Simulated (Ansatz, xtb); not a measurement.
## C4H8B2Cl2: 5 structures ranked

5 gas-phase structures of C4H8B2Cl2, from a drawn sample of its isomers (lower ones may exist). Each was relaxed with GFN2-xTB; where two conformers were screened, the lower at r2SCAN-D4/def2-SVP is listed:

A. `BCC(=C)CB(Cl)Cl`, a singlet
B. `C=CB(C)CB(Cl)Cl`, a singlet
C. a singlet given by its coordinates
D. `B/C(=C/C)CB(Cl)Cl`, a singlet
E. `B[C@@H]1CC[C@H]1B(Cl)Cl`, a singlet

C (Å):

| atom | x (Å) | y (Å) | z (Å) |
| --- | --- | --- | --- |
| C | -1.0234 | 1.1700 | 1.1917 |
| C | -0.3784 | 1.2636 | 2.3892 |
| C | -0.4242 | 0.4065 | 0.0548 |
| C | -0.9914 | -1.0169 | 0.0271 |
| B | -2.4437 | 1.8676 | 1.0631 |
| B | -1.1185 | 2.0215 | 3.4562 |
| Cl | -2.6713 | 2.6040 | 2.8315 |
| Cl | -0.6958 | 2.3737 | 5.0781 |
| H | -3.3399 | 1.1142 | 0.8953 |
| H | -2.4478 | 2.7843 | 0.3137 |
| H | 0.5965 | 0.8106 | 2.5221 |
| H | -0.6691 | 0.9007 | -0.8866 |
| H | 0.6627 | 0.3534 | 0.1562 |
| H | -0.7787 | -1.5266 | 0.9640 |
| H | -0.5435 | -1.5821 | -0.7867 |
| H | -2.0679 | -0.9893 | -0.1163 |

Close contacts (Å): C1–C2 1.36, C1–C3 1.49, C1–B5 1.59, C2–B6 1.50, C3–C4 1.53, B5–Cl7 1.93, B6–Cl7 1.77, B6–Cl8 1.71, C2–H11 1.08, C3–H12 1.09, C3–H13 1.09, C4–H14 1.09, C4–H15 1.09, C4–H16 1.09, B5–H9 1.18, B5–H10 1.18.

Q: Estimate their order in r2SCAN-D4/def2-SVP energy at these geometries, lowest first.

A: Calculated order at r2SCAN-D4/def2-SVP: B (0.0), C (18.3), D (23.6), A (29.6), E (35.2) kcal/mol.

Energies above the lowest of each column, in kcal/mol; the last columns are at PBE-D3(BJ)/def2-SVP geometries and were run for some of them only (a dash: not run or not comparable):

| structure | GFN2-xTB | HF/STO-3G | r2SCAN-D4/def2-SVP | PBE-D3(BJ)/def2-SVP | CCSD(T)/def2-SVP + ΔMP2/def2-TZVPP |
| --- | --- | --- | --- | --- | --- |
| B | 24.1 | 0.0 | 0.0 | 0.0 | 0.0 |
| C | 0.0 | 11.3 | 18.3 | 13.6 | 16.9 |
| D | 17.3 | 18.6 | 23.6 | 21.1 | 21.2 |
| A | 20.2 | 24.5 | 29.6 | – | – |
| E | 12.8 | 5.0 | 35.2 | – | – |

CCSD(T)/def2-SVP + ΔMP2/def2-TZVPP puts B lowest of those it was run on; GFN2-xTB picks C. Flexible structures stand in one conformer each, not always the lowest. Frequencies (GFN2-xTB) were run for B, C, D alone. ΔMP2 is the change of the MP2 energy from the smaller to the larger basis.

Over these structures GFN2-xTB departs from r2SCAN-D4/def2-SVP by 12.3 kcal/mol on average once a common shift is removed. A GFN2-xTB relaxation took about 0.28 s and the r2SCAN-D4/def2-SVP energy about 2.5 s on a shared host (Ansatz 0.2.0, xtb 6.7.1).
